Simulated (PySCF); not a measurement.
PySCF input for C2H8N2Si, SMILES C=C[SiH](N)N, PBE-D3(BJ)/def2-SVP. Coordinates come from a PBE-D3(BJ)/def2-SVP optimisation. Other conformers were not sampled.

```python
import numpy as np
from pyscf import gto, scf, dft, df
from pyscf.hessian import thermo

mol = gto.M(
    atom='''
    Si    0.38185861    0.33756688   -0.37812081
    N     1.22578917   -0.91268746   -1.25016781
    N     1.09292199    0.75676097    1.16301907
    C    -1.38752496   -0.29285009   -0.22528267
    C    -2.06588805   -0.24028118    0.93861591
    H     0.44505749    1.62842951   -1.15088342
    H     0.94402497   -1.88350246   -1.09544635
    H     2.24144251   -0.84857331   -1.35728731
    H     1.09764407    0.08861625    1.93770217
    H     1.01216866    1.71537013    1.50941300
    H    -1.89904811   -0.71375473   -1.11226271
    H    -3.10434654   -0.60029890    1.04620016
    H    -1.59346375    0.17805046    1.84629759
    ''',
    basis='def2-SVP',
    charge=0,
    spin=0,
    max_memory=1600,
    verbose=3,
)
mf = dft.RKS(mol, xc='pbe').density_fit(auxbasis='def2-universal-jkfit')
mf.disp = 'd3bj'
mf.grids.level = 3
mf.conv_tol = 1e-11
mf.max_cycle = 100
mf.kernel()

# analytic Hessian; the response equations are solved on a coarser grid
h, args, fine = mf.Hessian(), (mf.mo_energy, mf.mo_coeff, mf.mo_occ), mf.grids
h.max_memory = max(150, 2.5e-5 * df.make_auxmol(mol, mf.with_df.auxbasis).nao * mol.nelec[0] * (mol.nelec[0] + mol.nao))  # MB; small integral blocks
h1ao = h.make_h1(mf.mo_coeff, mf.mo_occ)
mf.grids = dft.Grids(mol).set(level=1).build(with_non0tab=True)
mo1, mo_e1 = h.solve_mo1(*args, h1ao)
mf.grids = fine
hess = h.hess_elec(*args, mo1, mo_e1, h1ao) + h.hess_nuc()
if mf.do_disp():
    hess += h.get_dispersion()
for i in range(mol.natm):  # the analytic DFT Hessian lacks the response of the grid: restore translational invariance
    hess[i, i] -= hess[i].sum(axis=0)
hess = (hess + hess.transpose(1, 0, 3, 2)) / 2
vib = thermo.harmonic_analysis(mol, hess, imaginary_freq=False)
thermo.dump_normal_mode(mol, vib)
th = thermo.thermo(mf, vib['freq_au'][vib['freq_au'] > 0], 298.15, 101325)
thermo.dump_thermo(mol, th)
g0 = mf.nuc_grad_method().set(verbose=0).kernel()

# dipole derivatives [dipole axis, atom, xyz] from the same response
r, irp = mol.intor('int1e_r'), mol.intor('int1e_irp').reshape(3, 3, mol.nao, mol.nao)
sl, dm0, ok = mol.aoslice_by_atom(), np.array(mf.make_rdm1()), []
dmu = np.einsum('a,xt->xat', mol.atom_charges(), np.eye(3))
for a, (_, _, p0, p1) in enumerate(sl):
    dmu[:, a] += 2 * np.einsum('xtij,ij->xt', irp[:, :, :, p0:p1], dm0.reshape(-1, mol.nao, mol.nao).sum(0)[:, p0:p1])
    for u, c, occ, f in [(mo1, mf.mo_coeff, mf.mo_occ, 4)]:
        dmu[:, a] -= f * np.einsum('tui,xuv,vi->xt', u[a], r, c[:, occ > 0], optimize=True)
L = vib['norm_mode']
ir = 974.8801 * (np.einsum('xat,kat->kx', dmu, L) ** 2).sum(1)       # km/mol
apt = np.einsum('xax->a', dmu) / 3
print('mode   freq/cm-1   IR/(km/mol)')
for k, w in enumerate(vib['freq_wavenumber']):
    print(f'{k + 1:4d} {w:11.2f} {ir[k]:13.3f}')
print('max |gradient| / (hartree/bohr):', abs(g0).max())
print('APT charges:', apt.round(4))
```

It prints:

```
converged SCF energy = -479.432882325335

WARN: DFTD3 does not support analytical Hessian, using finite difference


WARN: Mole.unit (angstrom) is changed to Bohr

Mode                                 0                   1                   2
Irrep
Freq [cm^-1]                       83.6745            163.0435            174.3879
Reduced mass [au]                   2.3443              2.5013              1.8701
Force const [Dyne/A]                0.0097              0.0392              0.0335
Char temp [K]                     120.3889            234.5832            250.9054
Normal mode                   x     y     z       x     y     z       x     y     z
       0  Si                -0.00  0.03 -0.01    0.02 -0.01 -0.03   -0.04 -0.02 -0.03
       1   N                -0.03 -0.05  0.09    0.01 -0.02 -0.04    0.11  0.04  0.05
       2   N                 0.03  0.03 -0.03   -0.15 -0.02  0.05   -0.00 -0.05 -0.03
       3   C                -0.04  0.11 -0.05    0.00  0.05 -0.01   -0.05 -0.01 -0.01
       4   C                 0.04 -0.12  0.01    0.11  0.01  0.05    0.03  0.07  0.04
       5   H                 0.04  0.00 -0.05    0.15 -0.04 -0.06   -0.15  0.00 -0.00
       6   H                -0.14 -0.03  0.05    0.17 -0.04  0.20    0.08  0.02 -0.13
       7   H                -0.02 -0.14  0.14   -0.01  0.09 -0.15    0.13  0.07  0.21
       8   H                 0.11 -0.02 -0.07   -0.33  0.03  0.09    0.19 -0.21 -0.17
       9   H                -0.11 -0.00  0.04   -0.06  0.01 -0.02   -0.37 -0.16  0.18
      10   H                -0.11  0.33 -0.11   -0.08  0.10  0.01   -0.15  0.05  0.02
      11   H                 0.03 -0.11 -0.01    0.11  0.03  0.14    0.01  0.17  0.12
      12   H                 0.11 -0.34  0.07    0.21 -0.03  0.02    0.14  0.03  0.00
Mode                                 3                   4                   5
Irrep
Freq [cm^-1]                      203.4430            270.0093            299.6134
Reduced mass [au]                   1.3005              1.4878              1.3844
Force const [Dyne/A]                0.0317              0.0639              0.0732
Char temp [K]                     292.7091            388.4832            431.0770
Normal mode                   x     y     z       x     y     z       x     y     z
       0  Si                -0.00  0.04 -0.02    0.01  0.06 -0.02   -0.03  0.05 -0.04
       1   N                -0.02  0.00  0.03   -0.08 -0.03  0.03    0.02  0.01  0.02
       2   N                -0.06 -0.03  0.01    0.02 -0.02  0.02    0.03 -0.08 -0.03
       3   C                 0.03 -0.04 -0.02    0.05 -0.05 -0.01   -0.02  0.01  0.01
       4   C                 0.08  0.01  0.00    0.03  0.01 -0.02   -0.02 -0.02  0.01
       5   H                 0.00  0.09  0.07    0.04  0.03 -0.05    0.04  0.02 -0.07
       6   H                -0.43  0.06 -0.41   -0.05 -0.00  0.28    0.22  0.01  0.48
       7   H                 0.03 -0.31  0.35   -0.11 -0.05 -0.18    0.06  0.11  0.37
       8   H                -0.08 -0.00  0.03    0.02 -0.22 -0.15   -0.18 -0.08 -0.03
       9   H                 0.25  0.02 -0.05   -0.44 -0.15  0.29    0.43 -0.05 -0.05
      10   H                 0.03 -0.18  0.04    0.13 -0.24  0.04    0.03 -0.10  0.04
      11   H                 0.12 -0.08  0.09    0.09 -0.13  0.02    0.02 -0.14  0.02
      12   H                 0.09  0.14 -0.06   -0.03  0.19 -0.07   -0.08  0.08  0.00
Mode                                 6                   7                   8
Irrep
Freq [cm^-1]                      328.5321            392.2821            412.4441
Reduced mass [au]                   1.2253              2.3997              1.7391
Force const [Dyne/A]                0.0779              0.2176              0.1743
Char temp [K]                     472.6845            564.4066            593.4153
Normal mode                   x     y     z       x     y     z       x     y     z
       0  Si                 0.02 -0.00 -0.02   -0.04 -0.03  0.06   -0.04  0.00  0.01
       1   N                 0.02  0.00 -0.04   -0.05  0.02 -0.06    0.00  0.02  0.12
       2   N                 0.07  0.00 -0.01    0.07  0.03  0.02    0.08 -0.03 -0.02
       3   C                 0.00  0.02  0.05   -0.02 -0.04 -0.10   -0.03 -0.01 -0.06
       4   C                -0.05 -0.02  0.03    0.09  0.02 -0.05    0.04  0.00 -0.02
       5   H                 0.03 -0.00 -0.02   -0.06 -0.00  0.10    0.03  0.01  0.02
       6   H                -0.10  0.02 -0.14    0.02  0.04  0.27    0.08 -0.04 -0.24
       7   H                 0.06 -0.10  0.23    0.00  0.00  0.36   -0.08  0.19 -0.47
       8   H                -0.69  0.08  0.08   -0.06  0.14  0.12   -0.37  0.06  0.07
       9   H                -0.44 -0.01 -0.05   -0.13  0.06 -0.08    0.13  0.01 -0.11
      10   H                 0.00  0.01  0.05   -0.04 -0.01 -0.10   -0.03 -0.06 -0.04
      11   H                -0.04 -0.05 -0.03    0.08  0.10  0.10    0.06 -0.02  0.09
[...]
       1   N                 0.00 -0.00  0.00   -0.01  0.01  0.00   -0.05  0.07  0.02
       2   N                -0.00  0.00  0.00   -0.01 -0.02 -0.08    0.00  0.01  0.02
       3   C                 0.07  0.01 -0.08   -0.00 -0.00  0.00    0.00  0.00  0.00
       4   C                -0.01 -0.00 -0.01    0.00  0.00 -0.00   -0.00 -0.00  0.00
       5   H                 0.01 -0.00  0.00   -0.02 -0.01  0.01   -0.00  0.01  0.02
       6   H                -0.00  0.00  0.00    0.15 -0.04 -0.04    0.61 -0.17 -0.12
       7   H                -0.00 -0.00 -0.00    0.00 -0.15  0.00    0.01 -0.65  0.00
       8   H                 0.01  0.00  0.01    0.02  0.51  0.40   -0.00 -0.12 -0.09
       9   H                 0.01 -0.00  0.01    0.06 -0.24  0.60   -0.01  0.06 -0.14
      10   H                -0.09 -0.03  0.03    0.00  0.00 -0.00   -0.00  0.00  0.00
      11   H                -0.02  0.17  0.65    0.00 -0.00 -0.00   -0.00  0.00  0.01
      12   H                -0.52 -0.11  0.32   -0.00  0.00  0.00    0.00  0.00 -0.00
Mode                                24                  25                  26
Irrep
Freq [cm^-1]                     1618.8635           2152.0382           3035.7297
Reduced mass [au]                   5.1073              1.0401              1.0576
Force const [Dyne/A]                7.8861              2.8380              5.7423
Char temp [K]                    2329.1842           3096.3038           4367.7392
Normal mode                   x     y     z       x     y     z       x     y     z
       0  Si                -0.01 -0.00  0.00   -0.00 -0.03  0.02    0.00  0.00  0.00
       1   N                -0.00 -0.00 -0.00   -0.00  0.00 -0.00   -0.00 -0.00  0.00
       2   N                 0.00  0.00 -0.00   -0.00 -0.00  0.00   -0.00 -0.00 -0.00
       3   C                 0.11  0.00 -0.15    0.00 -0.00  0.00    0.01  0.01  0.01
       4   C                -0.10  0.01  0.16   -0.00 -0.00 -0.00   -0.03  0.00  0.06
       5   H                -0.01 -0.01 -0.01    0.04  0.84 -0.51   -0.00 -0.00  0.00
       6   H                 0.00 -0.00 -0.00    0.01 -0.00  0.00    0.00  0.00  0.00
       7   H                -0.00  0.01  0.00   -0.00 -0.01  0.00   -0.00  0.00 -0.00
       8   H                -0.01  0.00  0.00    0.00  0.01  0.01    0.00  0.00 -0.00
       9   H                 0.00 -0.00  0.01    0.00 -0.00  0.01    0.00 -0.00 -0.00
      10   H                -0.11 -0.05 -0.03   -0.00 -0.00  0.01   -0.12 -0.10 -0.20
      11   H                -0.12 -0.09 -0.16    0.00  0.00  0.00    0.60  0.21 -0.05
      12   H                 0.23  0.08 -0.02    0.00 -0.00 -0.00   -0.30 -0.26 -0.56
Mode                                27                  28                  29
Irrep
Freq [cm^-1]                     3059.6217           3129.5535           3485.8203
Reduced mass [au]                   1.0913              1.1163              1.0500
Force const [Dyne/A]                6.0191              6.4417              7.5170
Char temp [K]                    4402.1144           4502.7307           5015.3193
Normal mode                   x     y     z       x     y     z       x     y     z
       0  Si                -0.00 -0.00  0.00    0.00  0.00 -0.00    0.00 -0.00 -0.00
       1   N                 0.00  0.00 -0.00    0.00 -0.00  0.00   -0.03  0.03  0.00
       2   N                -0.00 -0.00 -0.00   -0.00  0.00  0.00    0.00 -0.01 -0.03
       3   C                 0.03  0.03  0.07   -0.00 -0.00 -0.01    0.00  0.00  0.00
       4   C                 0.00 -0.01 -0.02   -0.08 -0.04 -0.03   -0.00 -0.00 -0.00
       5   H                 0.00  0.00 -0.00   -0.00 -0.00  0.00   -0.00 -0.00  0.00
       6   H                 0.00 -0.00  0.00   -0.00  0.00 -0.00   -0.16 -0.48  0.07
       7   H                -0.00 -0.00 -0.00   -0.00  0.00  0.00    0.55  0.05 -0.07
       8   H                -0.00 -0.00  0.00    0.00 -0.00 -0.00    0.01 -0.30  0.33
       9   H                 0.00  0.00  0.00    0.00 -0.00 -0.00   -0.03  0.40  0.13
      10   H                -0.42 -0.35 -0.73    0.05  0.04  0.09    0.00  0.00 -0.00
      11   H                -0.07 -0.03  0.00    0.67  0.23 -0.07    0.00  0.00  0.00
      12   H                 0.11  0.10  0.22    0.25  0.23  0.50   -0.00 -0.00  0.00
Mode                                30                  31                  32
Irrep
Freq [cm^-1]                     3487.7218           3584.6723           3587.8016
Reduced mass [au]                   1.0497              1.0953              1.0957
Force const [Dyne/A]                7.5232              8.2923              8.3098
Char temp [K]                    5018.0552           5157.5453           5162.0476
Normal mode                   x     y     z       x     y     z       x     y     z
       0  Si                 0.00  0.00  0.00    0.00  0.00 -0.00    0.00 -0.00  0.00
       1   N                 0.02 -0.03 -0.00    0.06  0.05 -0.01   -0.00 -0.00  0.00
       2   N                 0.00 -0.01 -0.04    0.00 -0.00  0.00    0.00 -0.08  0.02
       3   C                -0.00 -0.00  0.00   -0.00 -0.00 -0.00    0.00  0.00  0.00
       4   C                 0.00  0.00  0.00    0.00  0.00  0.00   -0.00 -0.00 -0.00
       5   H                -0.00 -0.00 -0.00   -0.00 -0.00  0.00    0.00  0.00  0.00
       6   H                 0.13  0.39 -0.06   -0.19 -0.67  0.10    0.01  0.02 -0.00
       7   H                -0.45 -0.04  0.06   -0.64 -0.03  0.07    0.01  0.00 -0.00
       8   H                 0.01 -0.37  0.41   -0.00  0.01 -0.01   -0.01  0.42 -0.49
       9   H                -0.03  0.48  0.16   -0.00  0.01  0.01   -0.05  0.65  0.24
      10   H                 0.00  0.00  0.00    0.00  0.00  0.00    0.00  0.00  0.00
      11   H                 0.00  0.00  0.00   -0.00  0.00 -0.00    0.00 -0.00 -0.00
      12   H                -0.00 -0.00  0.00   -0.00 -0.00 -0.00    0.00  0.00  0.00
temperature 298.1500 [K]
pressure 101325.00 [Pa]
Rotational constants [GHz] 5.32593 2.99831 2.16719
Symmetry number 1
Zero-point energy (ZPE) 0.10018 [Eh]   263031.107 [J/mol]
                           tot       elec      trans        rot        vib
Entropy [J/mol/K]       358.292      0.000    164.612    111.429     82.252
Cv [J/mol/K]            122.270      0.000     12.472     12.472     97.327
Cp [J/mol/K]            130.585      0.000     20.786     12.472     97.327
Internal energy [J/mol]                      3718.434   3718.434 277226.411
Internal energy [Eh]   -479.32446  -479.43288
Enthalpy [J/mol]                             6197.391   3718.434 277226.411
Enthalpy [Eh]          -479.32352
Gibbs free energy [J/mol]                  -42881.668 -29504.022 252703.065
Gibbs free energy [Eh] -479.36420
mode   freq/cm-1   IR/(km/mol)
   1       83.67         2.429
   2      163.04         3.368
   3      174.39        12.466
   4      203.44         3.055
   5      270.01         8.537
   6      299.61        66.115
   7      328.53       157.935
   8      392.28        80.988
   9      412.44       105.574
  10      513.38        27.129
  11      625.49        10.987
  12      713.85        10.035
  13      735.83        20.417
  14      802.00        87.489
  15      853.88        35.105
  16      864.64       198.455
  17      910.32       115.556
  18      946.47        22.986
  19      965.54        43.742
  20     1016.32        12.042
  21     1223.71         1.437
  22     1359.14        15.104
  23     1484.25        28.035
  24     1491.29        47.222
  25     1618.86         5.127
  26     2152.04       152.110
  27     3035.73        22.127
  28     3059.62         6.205
  29     3129.55        12.552
  30     3485.82        10.545
  31     3487.72        14.075
  32     3584.67        17.078
  33     3587.80        16.513
max |gradient| / (hartree/bohr): 4.037478324450883e-05
APT charges: [ 1.5712 -0.7869 -0.7671 -0.3793 -0.0369 -0.3023  0.1645  0.1667  0.1687
  0.1484  0.006   0.0204  0.0267]
```

The calculation finished and met its thresholds.
